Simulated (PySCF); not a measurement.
## Excitation energy of Si²⁺ by level of theory

Si²⁺ [Ne] 3s2 (1S) → Si²⁺ [Ne] 3d2 (3F), as a difference of total energies. All numbers are calculated (PySCF 2.14, the non-relativistic Hamiltonian (point nucleus), in dyall-acv3z). Correlated levels: valence: [Ne] frozen; valence and next inner shell: 1s2 frozen; virtual orbitals above 40 to 60 times the deepest correlated orbital energy dropped. The calculations carry no spin-orbit coupling.

```json
{"method": "UHF", "excitation energy (eV)": "35.143"}
{"method": "LDA", "excitation energy (eV)": "34.934"}
{"method": "PBE", "excitation energy (eV)": "34.325"}
{"method": "PBE0", "excitation energy (eV)": "34.712"}
{"method": "r2SCAN", "excitation energy (eV)": "34.387"}
{"method": "wB97X-V", "excitation energy (eV)": "35.174"}
{"method": "revPBE", "excitation energy (eV)": "34.056"}
{"method": "BHandHLYP", "excitation energy (eV)": "35.459"}
{"method": "MP2 (valence)", "excitation energy (eV)": "35.835"}
{"method": "SCS-MP2 (valence)", "excitation energy (eV)": "36.148"}
{"method": "MP2 (valence and next inner shell)", "excitation energy (eV)": "36.213"}
{"method": "SCS-MP2 (valence and next inner shell)", "excitation energy (eV)": "36.453"}
```

**Question.** How much does correlation contribute at MP2 (valence and next inner shell)?

**Answer.** 36.213 − (35.143) = 1.070 eV, measured against UHF.

The upper state lies above the first ionisation limit, where it may autoionise and the basis confines it.

The promoted electron is Rydberg-like, and one or two diffuse shells describe it only roughly, which tends to raise the upper state.
